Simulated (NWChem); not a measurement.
System: C3H8BN; SMILES C=CB(N)C

NWChem input:

```
start job
memory heap 200 mb stack 900 mb global 1100 mb
geometry units angstroms noautoz
  B     -0.039216    -0.478890     0.068042
  C      0.868150    -1.766091    -0.123559
  H      1.561029    -1.637617    -0.982816
  H      0.304032    -2.709084    -0.275810
  H      1.521079    -1.902397     0.766497
  C      0.619823     0.942458     0.255421
  C      0.087946     2.105470    -0.178655
  H      1.621232     0.997260     0.725556
  H      0.596742     3.078323    -0.062834
  H     -0.888080     2.136157    -0.697175
  N     -1.442855    -0.584934     0.074653
  H     -1.938770    -1.463423    -0.077245
  H     -2.059031     0.210527     0.247043
end
basis spherical
  B library 6-31g*
  C library 6-31g*
  H library 6-31g*
  N library 6-31g*
end
dft
  xc m06-l
  iterations 150
  mulliken
end
task dft energy
```

Excerpt of the output:

```
             Northwest Computational Chemistry Package (NWChem) 7.3.0
             --------------------------------------------------------

 C1  symmetry detected

                             Geometry "geometry" -> ""
                             -------------------------

 Output coordinates in angstroms (scale by  1.889725989 to convert to a.u.)

  No.       Tag          Charge          X              Y              Z
 ---- ---------------- ---------- -------------- -------------- --------------
    1 B                    5.0000    -0.03297430    -0.47674354     0.06244818
    2 C                    6.0000     0.88348639    -1.75801410    -0.12558359
    3 H                    1.0000     1.57777451    -1.62566644    -0.98311352
    4 H                    1.0000     0.32609455    -2.70489407    -0.27848207
    5 H                    1.0000     1.53494184    -1.88916285     0.76632509
    6 C                    6.0000     0.61604353     0.94914658     0.25029558
    7 C                    6.0000     0.07755741     2.10819048    -0.18623847
    8 H                    1.0000     1.61580918     1.01106200     0.72303788
    9 H                    1.0000     0.57952592     3.08452749    -0.06994361
   10 H                    1.0000    -0.89726889     2.13188920    -0.70737521
   11 N                    7.0000    -1.43588535    -0.59216971     0.06542834
   12 H                    1.0000    -1.92550828    -1.47409055    -0.08699419
   13 H                    1.0000    -2.05782387     0.19930316     0.23546524

 Effective nuclear repulsion energy (a.u.)     152.2549707966

                                 NWChem DFT Module
                                 -----------------

 Summary of "ao basis" -> "ao basis" (spherical)
 ------------------------------------------------------------------------------
       Tag                 Description            Shells   Functions and Types
 ---------------- ------------------------------  ------  ---------------------
 B                           6-31g*                  6       14   3s2p1d
 C                           6-31g*                  6       14   3s2p1d
 H                           6-31g*                  2        2   2s
 N                           6-31g*                  6       14   3s2p1d

            General Information
            -------------------
          SCF calculation type: DFT
          Wavefunction type:  closed shell.
          No. of atoms     :    13
          No. of electrons :    38
           Alpha electrons :    19
            Beta electrons :    19
          Charge           :     0
          Spin multiplicity:     1
          Use of symmetry is: off; symmetry adaption is: off
          Maximum number of iterations: 150
          AO basis - number of functions:    86
                     number of shells:    46
          Convergence on energy requested:  1.00D-06
          Convergence on density requested:  1.00D-05
          Convergence on gradient requested:  5.00D-04

              XC Information
              --------------
                        M06-L Method XC Functional
                         M06-L Exchange Functional  1.000
                       M06-L Correlation Potential  1.000

             Grid Information
             ----------------
          Grid used for XC integration:  medium
          Radial quadrature: Mura-Knowles
          Angular quadrature: Lebedev.
          Tag              B.-S. Rad. Rad. Pts. Rad. Cut. Ang. Pts.
          ---              ---------- --------- --------- ---------
          B                   0.85       49          10.0       434
          C                   0.70       49          11.0       434
          H                   0.35       45          13.0       434
          N                   0.65       49          11.0       434
          Grid pruning is: on
          Number of quadrature shells:   605
          Spatial weights used:  Erf1

      Superposition of Atomic Density Guess
      -------------------------------------

 Sum of atomic energies:        -195.78644950

      Non-variational initial energy
      ------------------------------

 Total energy =    -198.686570
 1-e energy   =    -563.041620
 2-e energy   =     212.100080
 HOMO         =      -0.312868
 LUMO         =      -0.016710

     ---------------------------------------------
      Total Density - Mulliken Population Analysis
     ---------------------------------------------

    Atom       Charge   Shell Charges
 -----------   ------   -------------------------------------------------------
    1 B    5     4.41   2.00  0.60  1.19  0.31  0.24  0.08
    2 C    6     6.94   2.00  0.72  2.10  0.71  1.39  0.02
    3 H    1     0.75   0.45  0.30
    4 H    1     0.76   0.46  0.31
    5 H    1     0.75   0.45  0.30
    6 C    6     6.40   2.00  0.74  1.96  0.61  1.06  0.03
    7 C    6     6.40   2.00  0.74  1.88  0.64  1.12  0.03
    8 H    1     0.79   0.46  0.33
    9 H    1     0.79   0.46  0.32
   10 H    1     0.79   0.46  0.33
   11 N    7     8.06   2.00  0.81  2.65  0.81  1.78  0.01
   12 H    1     0.57   0.41  0.16
   13 H    1     0.57   0.41  0.17

   convergence    iter        energy       DeltaE   RMS-Dens  Diis-err
 ---------------- ----- ----------------- --------- --------- ---------
 d= 0,ls=0.0,diis     1   -198.6780968054 -3.51D+02  8.95D-03  4.04D-01
 d= 0,ls=0.0,diis     2   -198.6895095721 -1.14D-02  5.97D-03  3.40D-01
 d= 0,ls=0.0,diis     3   -198.7165523957 -2.70D-02  2.58D-03  1.09D-01
 d= 0,ls=0.0,diis     4   -198.7287031823 -1.22D-02  8.86D-04  1.32D-02
 d= 0,ls=0.0,diis     5   -198.7303631960 -1.66D-03  2.68D-04  7.91D-04
  Resetting Diis
 d= 0,ls=0.0,diis     6   -198.7304573844 -9.42D-05  1.22D-04  1.35D-04
 d= 0,ls=0.0,diis     7   -198.7304755540 -1.82D-05  3.00D-05  4.63D-06
 d= 0,ls=0.0,diis     8   -198.7304753359  2.18D-07  1.81D-05  6.00D-06
 d= 0,ls=0.0,diis     9   -198.7304761204 -7.85D-07  2.20D-06  5.92D-08

         Total DFT energy =     -198.730476120383
      One electron energy =     -568.249650021892
           Coulomb energy =      247.488370491771
    Exchange-Corr. energy =      -30.224167386873
 Nuclear repulsion energy =      152.254970796612

 Numeric. integr. density =       38.000005992022

                       DFT Final Molecular Orbital Analysis
                       ------------------------------------

 Vector   17  Occ=2.000000D+00  E=-2.652995D-01
              MO Center=  3.1D-01,  2.0D-01,  6.3D-02, r^2= 3.6D+00
   Bfn.  Coefficient  Atom+Function         Bfn.  Coefficient  Atom+Function
  ----- ------------  ---------------      ----- ------------  ---------------
     4      0.316602   1 B  py               38     -0.264663   6 C  py
    18     -0.223303   2 C  py               37     -0.213691   6 C  px
    52      0.156409   7 C  py               66      0.155805   9 H  s
    22     -0.139967   2 C  py               64     -0.140094   8 H  s
    65      0.139800   9 H  s                40      0.132477   6 C  s

 Vector   18  Occ=2.000000D+00  E=-2.554094D-01
              MO Center= -5.9D-01, -1.6D-01,  5.1D-02, r^2= 3.0D+00
   Bfn.  Coefficient  Atom+Function         Bfn.  Coefficient  Atom+Function
  ----- ------------  ---------------      ----- ------------  ---------------
    73      0.425205  11 N  pz               77      0.345207  11 N  pz
    39      0.173456   6 C  pz                5      0.167055   1 B  pz
    53      0.150396   7 C  pz                4     -0.113280   1 B  py
    43      0.112093   6 C  pz               18      0.102343   2 C  py
    57      0.102510   7 C  pz               51     -0.097981   7 C  px

 Vector   19  Occ=2.000000D+00  E=-2.227651D-01
              MO Center= -1.9D-01,  9.0D-01,  2.0D-02, r^2= 3.0D+00
   Bfn.  Coefficient  Atom+Function         Bfn.  Coefficient  Atom+Function
  ----- ------------  ---------------      ----- ------------  ---------------
    73     -0.323878  11 N  pz               53      0.316268   7 C  pz
    39      0.282225   6 C  pz               77     -0.279467  11 N  pz
    57      0.241191   7 C  pz               43      0.198200   6 C  pz
    51     -0.153834   7 C  px               37     -0.133406   6 C  px
    55     -0.108221   7 C  px               41     -0.087184   6 C  px

 Vector   20  Occ=0.000000D+00  E=-3.022885D-02
              MO Center=  1.5D-01,  9.6D-01,  3.3D-02, r^2= 3.0D+00
   Bfn.  Coefficient  Atom+Function         Bfn.  Coefficient  Atom+Function
  ----- ------------  ---------------      ----- ------------  ---------------
    57      0.427528   7 C  pz               43     -0.371813   6 C  pz
    53      0.337642   7 C  pz               39     -0.278517   6 C  pz
     5     -0.274345   1 B  pz                9     -0.258995   1 B  pz
    55     -0.249693   7 C  px               77      0.218018  11 N  pz
    51     -0.188969   7 C  px               73      0.178823  11 N  pz

 Vector   21  Occ=0.000000D+00  E= 6.905882D-02
              MO Center=  1.5D-01, -2.0D-02,  2.8D-02, r^2= 4.1D+00
   Bfn.  Coefficient  Atom+Function         Bfn.  Coefficient  Atom+Function
  ----- ------------  ---------------      ----- ------------  ---------------
    34     -0.491694   5 H  s                 9      0.485427   1 B  pz
    74      0.439035  11 N  s                54      0.393240   7 C  s
     5      0.384576   1 B  pz               64     -0.336632   8 H  s
    30      0.328694   3 H  s                43     -0.324378   6 C  pz
    66     -0.311276   9 H  s                41      0.303360   6 C  px

[...]
```

Level: M06-L/6-31G* (spherical d). The geometry was optimised at PBE-D3(BJ)/def2-SVP. Not confirmed as a minimum by frequencies.
